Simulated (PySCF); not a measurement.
# C₆ coefficients of unlike pairs at PBE0

Calculated with PySCF 2.14 from the dipole response of each species, C₆(A,B) = (3/π) ∫ α_A(iu) α_B(iu) du, in atomic units, from isotropic polarisabilities. For ions this is the dispersion term alone; charge-induced terms of lower order in 1/R come first.

```tsv
species	configuration	basis	relativity	α (bohr³)	C₆ (like pair)
B+	[He] 2s2 (1S)	x2c-TZVPPall with one added diffuse shell each of s, p, d type (6s4p3d1f)	spin-free X2C	10.75	29.24
Os(2+)	[Xe] 4f14 5d6 (5D)	def2-TZVPPD with the def2 core potential (60 electrons) (6s5p3d2f1g)	core potential	9.813	62.57
Pb(3+)	[Xe] 4f14 5d10 6s1 (2S)	aug-cc-pwCVTZ-DK3 (11s10p8d5f1g)	spin-free X2C	8.741	48.50
Sc	[Ar] 3d1 4s2 (2D)	dyall-av2z (16s12p7d2f)	none	130.0	1634
```

**Question.** Estimate C₆ for Pb(3+) with Os(2+).

**Answer.** The integral gives 54.97. The combination rule 2 C_A C_B / (C_A α_B/α_A + C_B α_A/α_B) gives 55.08 and the geometric mean 55.08.

No spin-orbit coupling is included.

The other pairs:

```tsv
pair	C₆
Sc, Os(2+)	224.7
Sc, B+	199.1
Pb(3+), B+	33.20
Os(2+), B+	37.97
Sc, Pb(3+)	198.0
```
